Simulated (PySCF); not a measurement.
CH₇ClOSi₃, SMILES Cl[Si@@H]1OC[SiH2][SiH2]1. Geometry: PBE-D3(BJ)/def2-SVP. The structure was generated by enumeration; whether it is a known compound was not checked. Other conformers were not sampled.

Computed equilibrium geometry at PBE-D3(BJ)/def2-SVP (PySCF confirms it by a frequency run) as Cartesian coordinates in Å (one conformer of several):
```xyz
13

Cl     2.2991    -0.8108    -0.4610
Si     0.7851    -0.2700     0.8839
O     -0.5203    -1.3280     0.7200
C     -1.3472    -1.2332    -0.4473
Si    -2.0326     0.5729    -0.6391
Si    -0.1579     1.7652     0.1533
H      1.2919    -0.4642     2.2769
H     -0.7795    -1.5228    -1.3619
H     -2.1778    -1.9604    -0.3342
H     -3.2022     0.7681     0.2879
H     -2.4577     0.8611    -2.0541
H      0.6525     2.4607    -0.9030
H     -0.4902     2.7088     1.2766
```
